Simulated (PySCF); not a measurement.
Species: SeCl₂.
InChI=1S/Cl2Se/c1-3-2

Theory: PBE0-D3(BJ)/def2-SVP geometry optimisation, gas phase (PySCF).

Masses are those of the commonest isotopes; rigid-rotor values at the optimised geometry. 

Q: Give the principal moments of inertia and the rotational constants in MHz.

A: Ia = 70.83, Ib = 196.48, Ic = 267.31 u·Å²; 505379 MHz·u·Å²/I gives A = 7135, B = 2572, C = 1891 MHz.

Q: Classify the top.

A: An asymmetric top: κ = (2 × 2572 − 7135 − 1891)/(7135 − 1891) = -0.74.

Q: Give the coordinates in the principal-axis frame, origin at the centre of mass.

A: The sense of each axis is arbitrary; atoms in the order of the calculation.
```tsv
atom	mass (u)	a (Å)	b (Å)	c (Å)
Se1	79.917	0.000	0.643	0.000
Cl2	34.969	1.676	-0.735	0.000
Cl3	34.969	-1.676	-0.735	0.000
```

Q: List the rotational levels J(Ka,Kc) to J = 2 (MHz).

A: Above 0(0,0):
J = 1: 1(0,1) 4463, 1(1,1) 9026, 1(1,0) 9708
J = 2: 2(0,2) 13318, 2(1,2) 17270, 2(1,1) 19315, 2(2,1) 33004, 2(2,0) 33075
The levels of one J sum to (2J + 1)J(J + 1)(A + B + C)/3.

Q: Which types of transition are allowed, and where do some lines up to J = 2 fall?

A: The dipole components are |μa| = 0.00 D, |μb| = 1.19 D, |μc| = 0.00 D; the symmetry axis of this C2v structure is b, so μa and μc vanish by symmetry and there are no a-type or c-type lines. Some lines, for components of 0.1 D or more:

| type | branch | J(Ka,Kc) | MHz | lower level (cm⁻¹) |
| --- | --- | --- | --- | --- |
| b | R | 2(0,2) ← 1(1,1) | 4292 | 0.301 |
| b | Q | 1(1,0) ← 1(0,1) | 5245 | 0.149 |
| b | Q | 2(1,1) ← 2(0,2) | 5997 | 0.444 |
| b | R | 1(1,1) ← 0(0,0) | 9026 | 0.000 |
| b | R | 2(1,2) ← 1(0,1) | 12807 | 0.149 |
| b | Q | 2(2,0) ← 2(1,1) | 13760 | 0.644 |
| b | Q | 2(2,1) ← 2(1,2) | 15734 | 0.576 |
| b | R | 2(2,1) ← 1(1,0) | 23297 | 0.324 |
| b | R | 2(2,0) ← 1(1,1) | 24049 | 0.301 |

Whether it is a minimum is left open (no frequencies). Constants of a rigid frame at the computed geometry: no zero-point averaging, no centrifugal distortion. Quadrupole hyperfine structure (35Cl) is left out.
